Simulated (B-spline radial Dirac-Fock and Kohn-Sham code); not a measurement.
## Dipole and non-dipole photoemission parameters of Ta 5s

System: neutral tantalum, [Xe] 4f14 5d3 6s2; threshold 69.70 eV (tabulated edge). Calculated with a radial atomic solver, using Dirac-Hartree-Slater photoionisation with a Latter tail; cross sections with all multipoles, angular parameters from the dipole term and its interference with E2.

For linearly polarised light dσ/dΩ = σ/(4π) [1 + β P₂(cos θ) + (δ + γ cos²θ) sin θ cos φ], with θ from the polarisation vector and φ the angle between the beam and the projection of the electron momentum on the plane normal to the polarisation.

| hν (eV) | σ (kb) | β | γ |
| --- | --- | --- | --- |
| 80 | 51.1 | 0.005 | -0.267 |
| 86.4 | 53.1 | 0.375 | -0.306 |
| 149 | 66.3 | 1.523 | 0.042 |
| 186 | 61.3 | 1.658 | 0.154 |
| 251 | 49.4 | 1.759 | 0.269 |
| 311 | 40.4 | 1.803 | 0.328 |
| 502 | 23.5 | 1.863 | 0.415 |
| 600 | 18.6 | 1.877 | 0.430 |
| 708 | 14.9 | 1.888 | 0.435 |
| 778 | 13.1 | 1.894 | 0.435 |
| 821 | 12.1 | 1.897 | 0.433 |
| 1253.6 | 6.42 | 1.917 | 0.386 |
| 1290 | 6.14 | 1.918 | 0.380 |
| 1380 | 5.53 | 1.921 | 0.366 |
| 1540 | 4.65 | 1.925 | 0.339 |
| 1940 | 3.21 | 1.932 | 0.271 |
| 2000 | 3.05 | 1.932 | 0.260 |
| 2050 | ? | ? | ? |
| 2980 | 1.55 | 1.942 | 0.107 |
| 2984.4 | 1.55 | 1.942 | 0.106 |
| 3930 | 0.953 | 1.947 | -0.004 |
| 4000 | 0.923 | 1.947 | -0.011 |
| 5070 | 0.599 | 1.951 | -0.092 |
| 5860 | 0.457 | 1.953 | -0.128 |
| 6000 | 0.437 | 1.953 | -0.133 |
| 7280 | 0.302 | 1.955 | -0.154 |
| 12100 | 0.111 | 1.958 | -0.029 |
| 15000 | 0.0715 | 1.958 | 0.130 |

Question: Give the values at 2050 eV.

Answer: σ = 2.93 kb, β = 1.933, γ = 0.252. For an s subshell δ is negligible.
